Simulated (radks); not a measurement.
Er12+, configuration [Xe] 6s2 (not the ground configuration).

All-electron calculation, Dirac Kohn-Sham, PBE, spin-unpolarised, spherical densities, point nucleus. Program: a radial shooting solver on a logarithmic mesh with Libxc functionals.

Energy parts (hartree):
part                       energy
total                 -13036.2421
kinetic                14407.3556
electron-nucleus      -31565.7102
Hartree                 4386.1554
exchange-correlation    -264.0429

Orbitals (lengths in bohr, moments of r in powers of bohr; r(max) is where P^2 peaks; r(90%) holds 90 % of the orbital's charge):
| orbital | occ. | eigenvalue (hartree) | r(max) | r(90%) | <r^2> |
|---|---|---|---|---|---|
| 1s1/2 | 2 | -2118.755 | 0.01286 | 0.0369 | 0.0005678 |
| 2s1/2 | 2 | -366.8383 | 0.07343 | 0.134 | 0.008786 |
| 2p1/2 | 2 | -349.8863 | 0.05515 | 0.118 | 0.006340 |
| 2p3/2 | 4 | -316.2477 | 0.06138 | 0.128 | 0.007563 |
| 3s1/2 | 2 | -93.05865 | 0.2075 | 0.330 | 0.05787 |
| 3p1/2 | 2 | -85.65578 | 0.1952 | 0.322 | 0.05359 |
| 3p3/2 | 4 | -78.58370 | 0.2082 | 0.341 | 0.06035 |
| 3d3/2 | 4 | -65.94037 | 0.1646 | 0.314 | 0.04761 |
| 3d5/2 | 6 | -64.40222 | 0.1682 | 0.319 | 0.04948 |
| 4s1/2 | 2 | -28.29628 | 0.4662 | 0.699 | 0.2705 |
| 4p1/2 | 2 | -25.28858 | 0.4667 | 0.714 | 0.2775 |
| 4p3/2 | 4 | -23.50108 | 0.4914 | 0.750 | 0.3068 |
| 4d3/2 | 4 | -18.52392 | 0.4866 | 0.781 | 0.3214 |
| 4d5/2 | 6 | -18.17194 | 0.4940 | 0.792 | 0.3310 |
| 5s1/2 | 2 | -10.83374 | 0.9538 | 1.38 | 1.082 |
| 5p1/2 | 2 | -9.68840 | 0.9888 | 1.45 | 1.179 |
| 5p3/2 | 4 | -9.20862 | 1.034 | 1.51 | 1.283 |
| 6s1/2 | 2 | -5.49304 | 1.774 | 2.44 | 3.465 |

The highest occupied level is 6s1/2 at -149.47 eV. Summed over all electrons, <r^2> = 23.19 bohr^2, which gives a Langevin (diamagnetic) susceptibility term of -18.4 x 10^-6 cm^3/mol.
